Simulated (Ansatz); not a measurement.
H4OSiZn, SMILES `[SiH3][O][ZnH]`, relaxed with RKS PBE0-D4/def2-TZVP in Ansatz 0.2.0 from a GFN2-xTB geometry. The force threshold is 0.005 eV/Å; the program also tests the step.

The species carries charge 0 and has multiplicity 1.

Start:

```xyz
7

Si   -0.976   -0.663   -0.195
O     0.326    0.239    0.081
Zn    1.740    1.175    0.346
H    -1.158   -0.754   -1.649
H    -2.117    0.004    0.442
H    -0.737   -1.987    0.391
H     2.922    1.986    0.584
```

```csv
step,energy (eV),largest force (eV/Å),largest move (Å)
1,-58399.6108,0.704,0.000
2,-58399.6948,0.421,0.076
3,-58399.7057,0.087,0.038
4,-58399.7058,0.024,0.002
5,-58399.7060,0.002,0.030
6,-58399.7060,0.006,0.001
7,-58399.7066,0.015,0.061
8,-58399.7067,0.022,0.009
9,-58399.7089,0.009,0.118
10,-58399.7091,0.021,0.016
11,-58399.7111,0.015,0.096
12,-58399.7117,0.006,0.040
13,-58399.7119,0.028,0.064
14 (rejected),-58399.7116,0.054,0.010
15,-58399.7120,0.016,0.005
16,-58399.7120,0.005,0.004
```

End:

```xyz
7

Si   -0.966   -0.606   -0.153
O     0.113    0.487    0.353
Zn    1.731    1.188    0.358
H    -1.005   -0.691   -1.643
H    -2.326   -0.235    0.325
H    -0.646   -1.968    0.365
H     3.099    1.824    0.395
```

Hardware: 4 threads of a server CPU on a shared host. Wall time 20 s, peak host memory 0.36 GiB.
